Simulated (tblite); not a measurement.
C₆H₁₂BNSi.
Cartesian coordinates in Å at the GFN2-xTB level; atoms count from 1:
```xyz
21
C6H12BNSi angstrom
C      3.4272   -2.2523   -0.1730
C      2.3589   -1.3250    0.1549
C      1.4885   -0.5425    0.4284
B      0.3699    0.4846    0.7760
C      0.4008    1.7930   -0.2366
C     -0.6715    2.8315    0.0717
N     -0.8901   -0.1920    0.4970
C     -1.8796   -0.6891    0.1720
Si    -3.4701   -1.4777   -0.3773
H      4.0990   -1.8069   -0.9081
H      3.0122   -3.1715   -0.5893
H      4.0005   -2.4999    0.7214
H      0.3597    0.7951    1.9277
H      0.2988    1.4687   -1.2748
H      1.3840    2.2562   -0.1424
H     -1.6698    2.4080   -0.0420
H     -0.5721    3.1922    1.0936
H     -0.5910    3.6878   -0.5990
H     -3.1031   -2.4684   -1.3854
H     -4.0739   -2.0779    0.8103
H     -4.2873   -0.3970   -0.9255
```

Level: GFN2-xTB in tblite, geometry and Hessian alike; calculated harmonic values, unscaled, isolated species. Errors from tens to a few hundred cm⁻¹ against measured bands are possible. Modes of hydrogen on boron and silicon can be 10 to 20 % off. One conformer, not necessarily the lowest. The optimisation stopped once no atom felt more than 0.01 eV/Å.

Lowest wavenumbers of the output (negative numbers stand for imaginary wavenumbers):
```
mode    cm-1
  1     -24.8
  2      20.1
  3      27.7
  4      51.2
  5      72.1
  6      79.4
  7     140.4
  8     177.5
  9     222.2
 10     235.4
 11     254.5
 12     291.1
 13     310.5
 14     365.3
 15     393.8
```

Problem. Is this structure a minimum?

Solution. Not by this Hessian. 1 mode is imaginary beyond 20i (25i cm⁻¹), so at this level the point lies at or near a first-order saddle. The curvature is small, so loose convergence or finite differences may be the whole cause.

Problem. Which atoms move in the imaginary mode?

Solution. 25i: H21 (Si–H hydrogen) 33 %, H19 (Si–H hydrogen) 33 %, H20 (Si–H hydrogen) 32 %. These are shares of the mass-weighted motion.

Problem. What is the remedy?

Solution. Step along that mode in both directions, optimise again with tighter thresholds and repeat the frequencies. The zero-point energy of this point (98.9 kcal/mol) counts the 56 real modes alone, and thermal corrections from it aren't those of a minimum.

The run took 1.6 s of wall time on one thread of an Arm Neoverse N1, shared host with 64 logical CPUs at a one-minute load of 59. The figure is for the frequency step alone.
